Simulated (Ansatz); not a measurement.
The same path of GaH6NO (9 atoms, charge 0, multiplicity 1) was run 3 times with different band settings. Lost on the way: Ga1–H2, O7–H9. Made: H2–H9.

Computed with RHF/def2-SVP (Ansatz).

Relaxed end points:

```xyz
9
Properties=species:S:1:pos:R:3
Ga -0.099 -0.116 0.025
H -0.144 -1.100 1.263
N 1.598 0.260 -0.669
H 2.377 -0.315 -0.405
H 1.696 0.502 -1.638
H -1.347 0.180 -0.888
O 0.079 1.794 1.145
H 0.967 1.971 0.847
H 0.079 1.814 2.092
```

```xyz
9
Properties=species:S:1:pos:R:3
Ga 0.265 0.347 -0.743
H -0.981 0.637 3.902
N 1.885 0.203 -1.549
H 2.045 -0.307 -2.396
H 2.735 0.614 -1.215
H -1.036 -0.307 -1.293
O 0.169 1.293 0.764
H 0.933 1.723 1.112
H -0.809 0.786 3.190
```

Common settings: movable images 7; climbing image yes; spring 5.0 eV/Å²; optimiser quadratic models (default); iteration limit 60; end points relaxed.

| run | start path | force threshold |
| --- | --- | --- |
| 1 | through a guess of the saddle point | 0.05 eV/Å |
| 2 | straight line | 0.05 eV/Å |
| 3 | through a guess of the saddle point | 0.2 eV/Å |

**Question.** What does each run give, and how far can it be trusted?

**Answer.** Run 1: converged after 21 iterations, highest image 1.719 eV above the first end. The profile has 2 maxima (images 2, 4) with wells between them (image 3): this band takes more than one step, which may be the mechanism or a detour left from its start path. Neighbouring images differ by up to 1.6 eV, so the band resolves the path poorly. A vibrational analysis at the climbing image gives one clearly imaginary mode, 1785i cm⁻¹: a first-order saddle point.
Run 2: converged after 26 iterations, highest image 1.719 eV above the first end. The profile has 2 maxima (images 2, 4) with wells between them (image 3): this band takes more than one step, which may be the mechanism or a detour left from its start path. Neighbouring images differ by up to 1.6 eV, so the band resolves the path poorly. Another band between the same ends (7 images) ends at a top of the same energy, where a vibrational analysis finds 1 clearly imaginary mode.
Run 3: converged after 16 iterations, highest image 1.722 eV above the first end. The threshold of 0.2 eV/Å is loose, so the images may lie well off the minimum-energy path. The profile has 2 maxima (images 2, 4) with wells between them (image 3): this band takes more than one step, which may be the mechanism or a detour left from its start path. Neighbouring images differ by up to 1.6 eV, so the band resolves the path poorly. The order of the stationary point at the top wasn't checked.
The orbitals stay closed-shell, which can raise the energy where a bond breaks towards radicals; this wasn't checked here.
